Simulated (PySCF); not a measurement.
C4H5NSi, SMILES N#CC1=CC[SiH2]1.

Geometry: PBE-D3(BJ)/def2-SVP. The structure was generated by enumeration, and PubChem lists no compound with its InChIKey, so it may never have been made.

Computed with PBE-D3(BJ)/def2-SVP (PySCF).

Frequencies are harmonic and unscaled.

Computed harmonic wavenumbers and intensities:
| mode | ν (cm⁻¹) | IR (km/mol) | moving atoms (share of kinetic energy) |
|---|---|---|---|
| 1 | 152 | 0.3 | C 47 %, H 33 %, N 19 % |
| 2 | 154 | 2.5 | N 40 %, C 33 %, Si 18 %, H 9 % |
| 3 | 206 | 0.5 | C 50 %, H 40 %, N 9 % |
| 4 | 456 | 0.0 | H 64 %, C 27 % |
| 5 | 458 | 4.8 | C 53 %, N 21 %, Si 20 % |
| 6 | 503 | 7.5 | C 52 %, Si 35 % |
| 7 | 535 | 6.0 | H 65 %, C 32 % |
| 8 | 615 | 7.3 | C 67 %, Si 16 %, N 10 % |
| 9 | 649 | 33.8 | H 56 %, C 37 % |
| 10 | 684 | 1.4 | C 55 %, H 36 % |
| 11 | 744 | 84.6 | H 71 %, Si 19 %, C 10 % |
| 12 | 768 | 34.7 | H 64 %, C 30 % |
| 13 | 846 | 5.7 | H 78 %, C 22 % |
| 14 | 917 | 97.7 | H 92 % |
| 15 | 932 | 37.1 | H 64 %, C 34 % |
| 16 | 1051 | 8.0 | H 75 %, C 24 % |
| 17 | 1096 | 4.3 | C 64 %, H 33 % |
| 18 | 1140 | 21.1 | C 76 %, H 15 % |
| 19 | 1211 | 3.3 | H 62 %, C 37 % |
| 20 | 1353 | 9.9 | H 89 %, C 11 % |
| 21 | 1581 | 11.7 | C 93 % |
| 22 | 2166 | 100.9 | H 98 % |
| 23 | 2181 | 98.6 | H 96 % |
| 24 | 2256 | 24.5 | C 64 %, N 36 % |
| 25 | 2990 | 5.0 | H 95 % |
| 26 | 3041 | 0.9 | H 90 %, C 10 % |
| 27 | 3057 | 15.6 | H 91 %, C 9 % |
